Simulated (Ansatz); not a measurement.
Reaction (redistribution): `[CH3][Zn][SiH2]N` + `[OH][In]([Cl])[O][SiH3]` → `[CH3][Zn][SiH2]Cl` + `[NH2][In]([OH])[O][SiH3]`

Program: Ansatz. Geometries: PBE0-D4/def2-TZVP. ΔE: electronic, gas phase. CCSD(T)/CBS is the MP2 limit (def2-TZVPP, def2-QZVPP) plus CCSD(T) − MP2 in def2-TZVPP, frozen cores. DFT in def2-TZVPP. def2 core potentials past Kr. For In, Zn outer-core shells are correlated without core-valence functions, which leaves a few kJ/mol of doubt a bond. Scalar relativity is left out up to krypton. One conformer a species, not always the lowest.

| species | PBE-D4 energy (Eh) |
| --- | --- |
| `[CH3][Zn][SiH2]N` | -2165.48505 |
| `[OH][In]([Cl])[O][SiH3]` | -1092.39930 |
| `[CH3][Zn][SiH2]Cl` | -2569.62611 |
| `[NH2][In]([OH])[O][SiH3]` | -688.24631 |

Problem. Work out ΔE.

Solution. ΔE = (-2569.62611) + (-688.24631) − (-2165.48505) − (-1092.39930) = 0.01193 Eh = +7.5 kcal/mol. CCSD(T)/CBS gives +8.0 kcal/mol.

Largest T1 diagnostic among the species: 0.016.

From r2SCAN to r2SCAN0 (25 % exact exchange), in def2-TZVPP and without D4, ΔE moves by +0.7 kcal/mol. In def2-TZVPP, CCSD(T) changes the Hartree–Fock value by −4.1 kcal/mol (the triples alone add −0.4 kcal/mol) and MP2 by −4.7 kcal/mol. Leaving LDA and LC-ωPBE aside and taking each functional with its dispersion term where it has one, the values, not all of them listed here, spread over 2.9 kcal/mol, from PBE-D4 to BHLYP-D4.
